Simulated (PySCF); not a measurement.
A GIAO shielding run with PySCF (density fitting, non-relativistic, gas phase) on SMILES N#CC[C@@H]1CC[C@H]1N[SiH2]F, C₆H₁₁FN₂Si:

```
$ OMP_NUM_THREADS=1 python probes_run.py task.json out

{"job": {"kind": "nmr", "xc": "PBE0", "basis": "pcSseg-1"}, "charge": 0, "multiplicity": 1}
N     -1.959981    -0.980111    -2.832335
C     -2.021998    -0.366010    -1.870596
C     -2.106864     0.382384    -0.642323
C     -1.108336    -0.148709     0.383728
C     -1.042844     0.574066     1.740913
C      0.490709     0.549858     1.663806
C      0.384094     0.181195     0.164712
N      1.207539    -0.866250    -0.355637
Si     2.687560    -0.635066    -1.187151
F      2.450460     0.680735    -2.078479
H     -3.126428     0.291706    -0.253791
H     -1.908004     1.436215    -0.856842
H     -1.250166    -1.225551     0.508029
H     -1.493686     0.054129     2.583318
H     -1.445158     1.584022     1.690874
H      0.928096    -0.258382     2.247250
H      1.006857     1.477589     1.897084
H      0.517040     1.055121    -0.474274
H      1.055504    -1.743836     0.116817
H      2.886539    -1.763153    -2.075819
H      3.840148    -0.263008    -0.369758
```

Hardware: 1 thread of an Arm Neoverse N1, shared host. The job also computes population analyses, field gradients, ring-centre shieldings.

Task: How large is the calculation?

Result: 84 electrons, 232 basis functions and 1214 auxiliary functions.

Task: How long does it take, and how much memory does it need?

Result: 120 s of wall time, with 14 SCF cycles and 5 response iterations; peak memory 1.1 GiB. Times on a shared host scatter by some tens of per cent.
